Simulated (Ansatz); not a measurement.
C2H8BNSi (`CN1B[SiH]1C`), charge 0, multiplicity 1.

Question: Give a relaxed structure at PBE0-D4/def2-TZVP (Ansatz). (Best estimate.)

Answer: Computed: 
Cartesian coordinates in Å:
```
C 0.998 1.667 -0.619
N 0.075 0.567 -0.697
B -0.440 -0.283 -1.652
Si -1.039 -0.488 0.163
C -0.311 -1.609 1.468
H 0.493 2.565 -0.251
H 1.423 1.883 -1.602
H 1.814 1.438 0.072
H -0.280 -0.418 -2.824
H -2.225 0.220 0.723
H -0.082 -1.059 2.384
H -1.026 -2.395 1.727
H 0.601 -2.087 1.107
```
This is one stationary point; other conformers may exist.
